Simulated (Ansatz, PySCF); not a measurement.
Gas-phase reaction (SMILES): [O]=[Sn]=[O] + H+ → [O]=[Sn]=[OH+]; protonation at O, whose ΔH is minus the proton affinity.

Structures are relaxed separately at B3LYP-D3(BJ)/def2-TZVP in Ansatz (an electronic-structure program). Valence correlation only, unless marked. Spin-orbit coupling is left out. Frozen are the shells of the preceding noble gas and the d and f shells that filled before the atom's block. Past Kr the def2 sets carry scalar-relativistic core potentials. Basis-set limits of correlation are two-point, X^-3; Hartree-Fock from the larger set. Unstable Hartree-Fock reference: [O]=[Sn]=[O], [O]=[Sn]=[OH+]. High T1 diagnostic, so coupled cluster is less sure: [O]=[Sn]=[O], [O]=[Sn]=[OH+]. Thermal terms are rigid-rotor harmonic-oscillator values from B3LYP-D3(BJ) frequencies (PySCF) at 298.15 K and 1 atm. 1 Eh = 627.5095 kcal/mol. The proton has no electrons: its energy is zero and its thermal terms are those of translation.

```csv
species,"E, CCSD(T)/CBS(def2-TZVPP,def2-QZVPP) (Ansatz) (Eh)","E, PBE-D3(BJ)/def2-TZVPD (Ansatz + dftd3) (Eh)",H - E (Eh),G - E (Eh)
[O]=[Sn]=[O],-363.71956,-364.61116,0.00921,-0.01997
H+,0.00000,0.00000,0.00236,-0.01000
[O]=[Sn]=[OH+],-364.03423,-364.91678,0.01990,-0.01240
```

Question: Work out ΔE and ΔH, ΔG, ΔS and the equilibrium constant at 298.15 K at the first level, then ΔH at the second.

Answer: 
1. ΔE = [(-364.03423)] - [(-363.71956) + (0.00000)] = -0.31467 Eh = -197.5 kcal/mol at CCSD(T)/CBS(def2-TZVPP,def2-QZVPP).
2. The terms H - E add up to 0.00833 Eh, so ΔH = (-0.31467 + (0.00833))×627.5095 = -192.2 kcal/mol.
3. The terms G - E add up to 0.01757 Eh, so ΔG = -186.4 kcal/mol, and ΔS = (0.00833 - (0.01757))×627509.5/298.15 = -19.4 cal/(mol K).
4. log10 K = -ΔG/(RT ln 10) = 136.6, with RT ln 10 = 1.3642 kcal/mol.
5. At PBE-D3(BJ)/def2-TZVPD the same steps give ΔE = -191.8 and ΔH = -186.6 kcal/mol, a shift of +5.6 from the first level.
6. These values are not checked against measurement here, since the tables used lack a sound gas-phase enthalpy of formation for at least one species, or one in the same ion convention.
